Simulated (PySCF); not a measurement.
SMILES CC[O][Ge]([CH3])([NH2])[NH2] at its GFN2-xTB optimised geometry (Å):

```
19

C     -0.4745    -2.7630     1.5558
C     -0.1374    -1.4312     2.2097
O     -0.7133    -0.3349     1.5362
Ge    -0.1683     0.3382     0.0000
C     -1.0745     2.1126     0.0000
N     -0.6120    -0.8326    -1.3463
N      1.6599     0.3382     0.0000
H     -0.0506    -3.5796     2.1347
H     -1.5532    -2.8879     1.4984
H     -0.0641    -2.7804     0.5488
H     -0.5378    -1.3981     3.2301
H      0.9510    -1.3164     2.2563
H     -1.0455     2.5667    -0.9862
H     -2.1088     1.9904     0.3006
H     -0.5919     2.7804     0.7047
H     -0.5610    -0.4590    -2.2833
H     -1.5266    -1.2480    -1.2306
H      2.1088     1.1290     0.4390
H      2.0931     0.1766    -0.8965
```

Method: CAM-B3LYP/def2-SVP run with PySCF. Cells within 0.4 Å of a nucleus heavier than hydrogen are left out (blank, or x).

Map of the Laplacian of the electron density (e/bohr⁵) on the plane z = 1.2 Å:

```
|5555555555555555555555555555555|
|5555555555555555555555555555555|
|5555555555555555555555555555555|
|5555555555555555555555555555555|
|5555555555555555555555555555555|
|5555555555555555555555555555555|
|5555555555555655555555555555555|
|5555555555556665555555555555555|
|5555555555556655555555555555555|
|5555555555555555555555555555555|
|5555555555555555555555555555555|
|5555555555555555555555555555555|
|5555555555555555555555555555555|
|5555555555556665555555555555555|
|5555555555567776555555555555555|
|5555555555678457655555555555555|
|5555555555670x47655555555555555|
|5555555555676477655555555555555|
|5555555555567886655555555555555|
|5555555555556666655555555555555|
|5555555555556666655555555555555|
|5555555555566666655555555555555|
|5555555555666646655555555555555|
|55555555555449x3655555555555555|
|5555555555434544655555555555555|
|5555555555666666655555555555555|
|5555555555556666555555555555555|
|5555555555555555555555555555555|
|5555555555555555555555555555555|
|5555555555555555555555555555555|
|5555555555555555555555555555555|
```
Scale: ten equal steps from -0.900 (start of '0') to 0.748 (end of '9'), in the order '0123456789'; x runs from -5.00 to 5.00, y from -5.00 (bottom) to 5.00 (top).
